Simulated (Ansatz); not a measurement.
A nudged elastic band was laid between two geometries of BFH3S2 (7 atoms, charge 1, multiplicity 1).

Method: Ansatz, RKS PBE0/def2-SVP.

```json
{
  "movable images": "5",
  "climbing image": "yes",
  "spring": "5.0 eV/Å²",
  "optimiser": "quadratic models (default)",
  "start path": "IDPP",
  "force threshold": "0.03 eV/Å",
  "iteration limit": "60",
  "end points": "relaxed"
}
```

Initial state:

```xyz
7
Properties=species:S:1:pos:R:3
F 0.878 -1.360 1.092
B 0.569 -1.476 -0.164
S -0.260 -0.077 -1.039
S -0.373 1.286 0.568
H 0.770 -2.434 -0.858
H -1.682 1.657 0.456
H 0.098 2.405 -0.055
```

Final state:

```xyz
7
Properties=species:S:1:pos:R:3
F 0.823 -2.503 -0.794
B 0.578 -1.443 -0.097
S -0.269 -0.087 -1.056
S -0.383 1.275 0.531
H 0.852 -1.297 1.062
H -1.691 1.653 0.432
H 0.091 2.401 -0.079
```

(1) Which bonds break or form, and what moves?

(2) Give the energies along the band, and the barrier.

(3) What is the geometry of the highest image?

(4) What are the harmonic wavenumbers there?

Results:

(1) No bond is made or broken. The dihedral F1–B2–S3–S4 goes from 0 to 180°.

(2) It converged. The highest image is number 3 of 0 to 6, 0.58 eV above the first end and 0.51 eV above the last; the last end lies 0.07 eV above the first. A vibrational analysis at the climbing image gives one clearly imaginary mode, 181i cm⁻¹: a first-order saddle point.

```
image  path coordinate (Å)  energy (eV)  dihedral F1–B2–S3–S4 (°)
    0                 0.00         0.00                         0
    1                 0.71         0.09                       -23
    2                 1.42         0.41                       -56
    3                 2.13         0.58                       -90
    4                 2.80         0.44                      -122
    5                 3.47         0.18                      -152
    6                 4.15         0.07                       180
```

(3) 
```xyz
7
Properties=species:S:1:pos:R:3
F 2.009 -1.146 0.347
B 0.859 -1.313 -0.205
S 0.142 0.241 -1.132
S -0.837 0.974 0.547
H 0.237 -2.336 -0.178
H -2.045 1.324 0.014
H -0.366 2.256 0.607
```

(4) 181i, 140, 154, 351, 471, 634, 780, 808, 850, 1063, 1186, 1409, 2596, 2612, 2745 cm⁻¹.

Run time: 2.4 min on 1 thread of Intel(R) Xeon(R) Processor @ 2.70GHz, with other jobs on the host, peak memory 0.16 GiB.
